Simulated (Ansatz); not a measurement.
Born–Oppenheimer molecular dynamics of C₃H₆AlClF₂ (13 atoms, charge 0, multiplicity 1). It starts from a relaxed structure.

Level of theory: UKS BLYP/STO-3G in Ansatz.

- ensemble: NVT, Langevin thermostat
- time step: 0.5 fs
- steps asked: 119
- set temperature: 700 K
- friction: 0.02 /fs
- seed: 466367

First frame:

```xyz
13
Properties=species:S:1:pos:R:3
C -1.269 0.023 -1.098
C -0.820 0.799 0.112
F -1.698 0.913 1.152
Cl 0.510 -1.581 2.483
C 0.595 1.036 0.361
Al 1.308 -0.916 0.623
F 0.490 -1.764 -0.633
H -2.352 -0.199 -1.095
H -0.958 0.514 -2.042
H -0.555 -0.975 -0.990
H 0.823 1.658 1.246
H 1.146 1.356 -0.544
H 2.802 -0.899 0.439
```

Q: How far do the bonds stretch over the last three quarters of this one trajectory? (Pairs bonded in most of those frames.)

A: 
```json
{"bond": "C1–C2", "mean (Å)": "1.496", "spread (Å)": "0.035", "shortest": "1.41", "longest": "1.55"}
{"bond": "C1–H8", "mean (Å)": "1.106", "spread (Å)": "0.038", "shortest": "1.04", "longest": "1.17"}
{"bond": "C1–H9", "mean (Å)": "1.118", "spread (Å)": "0.042", "shortest": "1.05", "longest": "1.19"}
{"bond": "C1–H10", "mean (Å)": "1.267", "spread (Å)": "0.061", "shortest": "1.16", "longest": "1.40"}
{"bond": "C2–F3", "mean (Å)": "1.372", "spread (Å)": "0.036", "shortest": "1.30", "longest": "1.42"}
{"bond": "C2–C5", "mean (Å)": "1.467", "spread (Å)": "0.026", "shortest": "1.44", "longest": "1.51"}
{"bond": "Cl4–Al6", "mean (Å)": "2.129", "spread (Å)": "0.094", "shortest": "2.01", "longest": "2.27"}
{"bond": "C5–Al6", "mean (Å)": "2.077", "spread (Å)": "0.019", "shortest": "2.05", "longest": "2.11"}
{"bond": "C5–H11", "mean (Å)": "1.113", "spread (Å)": "0.036", "shortest": "1.05", "longest": "1.16"}
{"bond": "C5–H12", "mean (Å)": "1.108", "spread (Å)": "0.018", "shortest": "1.07", "longest": "1.15"}
{"bond": "Al6–F7", "mean (Å)": "1.748", "spread (Å)": "0.046", "shortest": "1.69", "longest": "1.85"}
{"bond": "Al6–H13", "mean (Å)": "1.510", "spread (Å)": "0.029", "shortest": "1.45", "longest": "1.56"}
```

Mean temperature of the second half: 400 K. The mean temperature of the second half is 43 % below the set value. A run of 0.059 ps of so small a system gives no equilibrium averages. Limits of this set-up: minimal basis.

Run time: 9.3 min on 1 thread of Arm Neoverse V2, with other jobs on the host, peak memory 0.13 GiB.
